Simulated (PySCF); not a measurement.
## Electronic structure of K+ (potassium, charge +1) at the UHF level

Configuration: [Ar], closed-shell 1S. All numbers are calculated (PySCF 2.14, the non-relativistic Hamiltonian (point nucleus), in dyall-av3z (25s18p5d2f, 118 functions)).

```
Total energy                                     : -599.017514 hartree
One-electron energy                              : -819.7337 hartree
Hartree (Coulomb) energy                         : 253.3012 hartree
Exchange energy                                  : -32.5849 hartree
Kinetic energy                                   : 599.01733 hartree
⟨S²⟩                                             : 0.0000
⟨L²⟩                                             : 0.000
Sum of ⟨r⟩                                       : 14.17 bohr
Sum of ⟨r²⟩                                      : 19.54 bohr²
Density at the nucleus (Gaussians lack the cusp) : 4530 bohr⁻³
Langevin diamagnetic susceptibility              : -15.5 ×10⁻⁶ cm³/mol
Time after the integrals                         : 1.8 s of wall time on 1 thread of Intel(R) Xeon(R) 6975P-C (shared host)
```

```
shell  electrons  mean orbital energy (eV)  rms radius, mean of both spins (bohr)
   1s          2                   -3639.6                                 0.0944
   2s          2                   -400.23                                  0.420
   2p          6                   -319.41                                  0.388
   3s          2                   -53.438                                   1.37
   3p          6                   -31.852                                   1.55
```
